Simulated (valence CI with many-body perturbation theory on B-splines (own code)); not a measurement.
**Sn18+: electric-dipole lines**

Computed by configuration interaction combined with many-body perturbation theory (CI+MBPT): four valence electrons over a frozen Dirac-Fock core [Ar] 3d10, radial functions for each j: 11 s, 11 p, 10 d, 8 f, 5 g, 2 h, with the one-electron correlation potential Σ1 (screened to all orders), the two-electron term Σ2, the three-electron term Σ3, Breit, model QED; selected single and double excitations, second order for the rest, scaled by the run's own slope (own B-spline code, finite nucleus).

No measured levels were compared; by estimate levels hold to about 250 cm⁻¹ or 0.2 % of their energy and the worst to 1 %, as in measured heavy ions of charge 2 to 7; those with d or f electrons hold less well. Among the levels kept, up to 560 cm⁻¹ of a level comes from second order outside the variational space, and about a tenth of that is noise between levels of different J, which matters for small intervals.

Lines 1 to 50 of 569 in falling wavelength, among levels below 214.74 eV, chosen from the strongest by gf and those to the six lowest levels. Wavelengths and rates use the calculated energies, so an error of 1000 cm⁻¹ moves a line at 45.06 nm by 0.45 % and its rate by three times that or more. Electric multipoles are in the length gauge, E1 and E2 with the static RPA response of the core. Weak lines are less certain than strong ones. Lines between different terms over intervals too small for the method are left out, as are lines whose strength nearly cancels. Where a level lies close to another of its J and parity, the split of strength between their lines is uncertain. The highest levels of a list are the least certain.

Names give the largest LS component (configuration and term), which can be under half, so a name can repeat, a term be missing and a line seem to break the LS rules; names also repeat where a configuration has a term twice. Letters in brackets count levels of one name in rising energy.

```tsv
λ vac (nm)	Upper	Lower	A (s⁻¹)	S (a.u.) with core polarisation	S without
45.06	4s 4p3 5S°_2	4s2 4p2 3P_2	2.56e+07	5.78e-03	6.31e-03
40.75	4s 4p3 3D°_1	4s2 4p2 1S_0	3.77e+07	3.77e-03	4.13e-03
34.82	4s 4p3 3D°_1	4s2 4p2 3P_2	2.86e+08	1.79e-02	1.95e-02
33.10	4p4 3P_2	4s 4p3 3S°_1	2.38e+09	2.13e-01	2.33e-01
33.02	4s 4p3 5S°_2	4s2 4p2 1D_2	5.63e+08	5.00e-02	5.47e-02
32.93	4p3 4d 3G°_5	4s 4p2 4d 3F_4 [c]	4.12e+09	7.99e-01	8.76e-01
32.85	4s 4p3 3D°_2	4s2 4p2 3P_2	1.34e+08	1.18e-02	1.29e-02
31.63	4s 4p2 4d 1G_4	4s2 4p 4d 1F°_3	1.51e+09	2.12e-01	2.32e-01
31.48	4p3 4d 1G°_4	4s 4p2 4d 3D_3 [d]	1.73e+09	2.39e-01	2.62e-01
31.30	4s 4p3 5S°_2	4s2 4p2 3P_1	8.79e+08	6.65e-02	7.27e-02
30.96	4p3 4d 3G°_3	4s 4p2 4d 3F_3 [b]	1.98e+09	2.03e-01	2.22e-01
30.45	4s 4p3 3D°_3	4s2 4p2 3P_2	2.22e+09	2.17e-01	2.37e-01
30.07	4p3 4d 5D°_4	4s 4p2 4d 3D_3 [a]	1.86e+09	2.24e-01	2.46e-01
30.05	4s 4p3 3P°_1	4s2 4p2 1S_0	6.35e+08	2.55e-02	2.78e-02
29.63	4p3 4d 3F°_2 [a]	4s 4p2 4d 3F_2 [b]	5.85e+09	3.76e-01	4.11e-01
29.49	4p3 4d 3G°_4	4s 4p2 4d 3D_3 [c]	1.94e+09	2.20e-01	2.42e-01
29.37	4p3 4d 3F°_2 [b]	4s 4p2 4d 3D_2 [a]	3.86e+09	2.41e-01	2.64e-01
28.91	4p4 3P_2	4s 4p3 1D°_2	3.44e+09	2.05e-01	2.24e-01
28.43	4p3 4d 3D°_2	4s 4p2 4d 3D_3 [e]	3.79e+09	2.15e-01	2.35e-01
27.17	4s 4p3 3D°_1	4s2 4p2 1D_2	1.68e+09	4.99e-02	5.45e-02
27.13	4p3 4d 3D°_3	4s 4p2 4d 1G_4	2.68e+09	1.85e-01	2.02e-01
26.99	4p4 1D_2	4s 4p3 3P°_2	7.51e+09	3.64e-01	3.98e-01
26.69	4s 4p3 3P°_1	4s2 4p2 3P_2	6.73e+07	1.90e-03	2.06e-03
26.59	4p3 4d 3F°_4 [a]	4s 4p2 4d 3G_5	6.23e+09	5.20e-01	5.68e-01
26.24	4s 4p3 1D°_2	4s2 4p2 3P_2	1.10e+09	4.90e-02	5.35e-02
26.22	4p3 4d 1P°_1	4s 4p2 4d 3D_2 [c]	7.64e+09	2.04e-01	2.23e-01
26.20	4p3 4d 3F°_4 [b]	4s 4p2 4d 3D_3 [f]	2.65e+09	2.12e-01	2.32e-01
26.15	4p3 4d 3F°_4 [a]	4s 4p2 4d 3D_3 [b]	3.25e+09	2.58e-01	2.83e-01
26.10	4s 4p3 3S°_1	4s2 4p2 1S_0	1.92e+09	5.06e-02	5.53e-02
25.99	4s 4p3 3D°_1	4s2 4p2 3P_1	3.07e+07	7.99e-04	8.65e-04
25.96	4p3 4d 1G°_4	4s 4p2 4d 1G_4	1.11e+10	8.65e-01	9.47e-01
25.95	4s 4p3 3D°_2	4s2 4p2 1D_2	2.28e+08	9.83e-03	1.07e-02
25.87	4p3 4d 3G°_3	4s 4p2 4d 3F_4 [a]	4.75e+09	2.84e-01	3.11e-01
25.82	4p3 4d 3G°_5	4s 4p2 4d 3G_5	9.23e+09	8.62e-01	9.43e-01
25.62	4s 4p2 4d 3D_3 [c]	4s2 4p 4d 3P°_2 [b]	2.85e+09	1.65e-01	1.81e-01
25.58	4p3 4d 5D°_2	4s 4p2 4d 5P_2	4.69e+09	1.94e-01	2.12e-01
25.55	4p3 4d 3F°_4 [a]	4s 4p2 4d 3D_3 [a]	3.35e+09	2.48e-01	2.72e-01
25.33	4p3 4d 3P°_2 [b]	4s 4p2 4d 3D_3 [f]	4.74e+09	1.90e-01	2.08e-01
25.24	4p3 4d 5D°_2	4s 4p2 4d 5P_3	7.68e+09	3.05e-01	3.33e-01
25.24	4p3 4d 1F°_3 [d]	4s 4p2 4d 1F_3	9.80e+09	5.44e-01	5.96e-01
25.09	4p4 3P_2	4s 4p3 3D°_3	1.46e+10	5.67e-01	6.19e-01
24.99	4p3 4d 3P°_2 [a]	4s 4p2 4d 3D_3 [c]	4.79e+09	1.84e-01	2.02e-01
24.97	4s 4p2 4d 3F_4 [c]	4s2 4p 4d 1F°_3	2.85e+09	1.97e-01	2.16e-01
24.96	4p3 4d 1F°_3 [b]	4s 4p2 4d 1D_2 [b]	4.66e+09	2.51e-01	2.75e-01
24.88	4s 4p3 3D°_2	4s2 4p2 3P_1	6.70e+09	2.55e-01	2.78e-01
24.84	4p3 4d 1F°_3 [a]	4s 4p2 4d 3F_4 [b]	5.20e+09	2.75e-01	3.01e-01
24.84	4p3 4d 3F°_4 [b]	4s 4p2 4d 3F_4 [c]	8.88e+09	6.04e-01	6.61e-01
24.78	4p4 1S_0	4s 4p3 1P°_1	2.79e+10	2.10e-01	2.30e-01
24.43	4s 4p3 3D°_3	4s2 4p2 1D_2	3.76e+09	1.90e-01	2.07e-01
24.33	4s 4p2 4d 1G_4	4s2 4p 4d 3F°_4	4.74e+09	3.03e-01	3.31e-01
```
